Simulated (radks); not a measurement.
Values are calculated unless marked as measured or tabulated.
Charge is removed step by step from the 1s down level of P5+, starting from 1s(up 1, down 1) 2s2 2p6. Level of theory: scalar-relativistic Kohn-Sham, PBE, spin-polarised, spherical densities, finite nucleus; Fermi nuclear charge, rms radius 3.1889 fm (a radial shooting solver on a logarithmic mesh with Libxc functionals).

removed (e)  E - E(0) (eV)  eigenvalue (eV)
0                    0.000          -2163.1
0.125               271.60          -2182.9
0.25                545.66          -2202.3
0.375               822.13          -2221.4
0.5                 1100.9          -2239.8
0.625               1382.0          -2257.4
0.75                1665.2          -2273.5
0.875               1950.3          -2287.0

The mean slope of the eigenvalue, de/dn, is 142 eV per electron.
